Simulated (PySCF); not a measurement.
InCl2(CH2SiH3), CH5Cl2InSi.
Structure used (PBE0-D3(BJ)/def2-SVP), in Å, numbered top down from 1:
```
atom  x, y, z in Å
In1    0.9550    1.4068   -0.6138
Cl2    3.2916    1.4312   -0.4223
Cl3    0.0708    3.5746   -0.6320
C4    -0.2158   -0.3761   -0.7484
Si5   -0.7458   -1.0614    0.9237
H6    -1.0965   -0.1364   -1.3650
H7     0.4036   -1.1098   -1.2883
H8     0.4589   -1.3437    1.7617
H9    -1.5965   -0.0605    1.6364
H10   -1.5252   -2.3247    0.7481
```

Computed, not measured: TDDFT wB97X-D/def2-SVPD, vertical, gas phase, core orbitals frozen in the response, def2 core potentials past Kr in PySCF 2.14.0, density-fitted response routines. Spin–orbit coupling is left out.

Transition dipole moments from the ground state, in atomic units and in the frame of the coordinates above (overall signs are arbitrary), for the states with f of 0.002 or more among the lowest 9:

| state | E (hartree) | μx | μy | μz |
| --- | --- | --- | --- | --- |
| S1 | 0.2132 | -0.302 | -0.467 | 0.218 |
| S2 | 0.2146 | -0.234 | 0.425 | -0.028 |
| S3 | 0.2151 | -0.666 | -0.818 | 0.050 |
| S6 | 0.2305 | 0.001 | 0.048 | 0.438 |
| S7 | 0.2377 | -0.214 | 0.129 | -0.011 |
| S8 | 0.2441 | 0.285 | 0.427 | -0.196 |
| S9 | 0.2528 | -0.232 | -0.332 | 0.253 |

Task: What oscillator strength does each state have?

Result: f = (2/3) ΔE |μ|² with ΔE in hartree (27.2114 eV).

```tsv
state	|μ|² (au)	|μ| (D)	f
S1	0.357	1.52	0.051
S2	0.236	1.24	0.034
S3	1.115	2.68	0.160
S6	0.194	1.12	0.030
S7	0.063	0.64	0.010
S8	0.302	1.40	0.049
S9	0.228	1.21	0.038
```

Task: Which bond between heavy atoms lies closest to the direction of the S3 transition dipole?

Result: In1–C4, at 9° from it; next In1–Cl2 at 51°.

Task: What angle do the transition dipoles of S2 and S9 make?

Result: |cos θ| = |μa·μb| / (|μa| |μb|) = 0.40, so θ ≈ 66° (taken between 0 and 90°, since the signs are arbitrary).

Task: How is the summed strength of these states shared among x, y and z?

Result: (2/3) Σ ΔE μα² gives 0.114 for x, 0.204 for y and 0.054 for z, 0.372 in all.

All these states lie below the vertical ionisation energy of 10.58 eV (ΔSCF).

One conformer stands for the species.
